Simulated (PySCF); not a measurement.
C3H12OSi2. Atoms are numbered in the order given.

```xyz
18

C     -1.7379    -1.3108    -0.9306
Si    -1.3292     0.3923    -0.2283
C     -2.6879     0.9546     0.9531
C      0.3380     0.3490     0.6688
Si     1.7821    -0.3165    -0.3284
O      3.2671     0.0135     0.3721
H     -2.7228    -1.3081    -1.4253
H     -1.7633    -2.0691    -0.1304
H     -0.9896    -1.6325    -1.6728
H     -1.2268     1.3702    -1.3559
H     -3.6611     1.0134     0.4388
H     -2.7916     0.2492     1.7943
H     -2.4654     1.9497     1.3712
H      0.5820     1.3778     0.9900
H      0.2218    -0.2543     1.5880
H      1.5983    -1.7912    -0.5079
H      1.8363     0.3373    -1.6623
H      3.4314    -0.3672     1.2424
```

The structure is a stationary point at B3LYP-D3(BJ)/def2-SVP. The structure was generated by enumeration, and PubChem lists no compound with its InChIKey, so it may never have been made. The values are those of a single conformer.

The numbers are results of PBE/pcSseg-1 (PySCF), not measurements.

GIAO shieldings, no solvent; atoms listed in one row are averaged. δ = σ(ref) − σ: ¹³C against TMS (σ = 182.0 ppm); ²⁹Si against TMS (σ = 335.4 ppm); ¹⁷O against H2O (σ = 334.3 ppm); ¹H against TMS (σ = 31.49 ppm), references at their B3LYP-D3(BJ)/def2-TZVP geometries, non-relativistic.

Computed chemical shifts:
```json
[
 {"nucleus": "¹³C", "atoms": "C4", "count": "1", "δ (ppm)": "7.5"},
 {"nucleus": "¹³C", "atoms": "C3", "count": "1", "δ (ppm)": "2.1"},
 {"nucleus": "¹³C", "atoms": "C1", "count": "1", "δ (ppm)": "0.1"},
 {"nucleus": "²⁹Si", "atoms": "Si5", "count": "1", "δ (ppm)": "-10.6"},
 {"nucleus": "²⁹Si", "atoms": "Si2", "count": "1", "δ (ppm)": "-18.8"},
 {"nucleus": "¹⁷O", "atoms": "O6", "count": "1", "δ (ppm)": "37.2"},
 {"nucleus": "¹H", "atoms": "H16", "count": "1", "δ (ppm)": "5.57"},
 {"nucleus": "¹H", "atoms": "H17", "count": "1", "δ (ppm)": "5.22"},
 {"nucleus": "¹H", "atoms": "H10", "count": "1", "δ (ppm)": "4.69"},
 {"nucleus": "¹H", "atoms": "H18", "count": "1", "δ (ppm)": "0.63"},
 {"nucleus": "¹H", "atoms": "H14", "count": "1", "δ (ppm)": "0.49"},
 {"nucleus": "¹H", "atoms": "H11, H12, H13", "count": "3", "δ (ppm)": "0.45"},
 {"nucleus": "¹H", "atoms": "H7, H8, H9", "count": "3", "δ (ppm)": "0.32"},
 {"nucleus": "¹H", "atoms": "H15", "count": "1", "δ (ppm)": "0.32"}
]
```
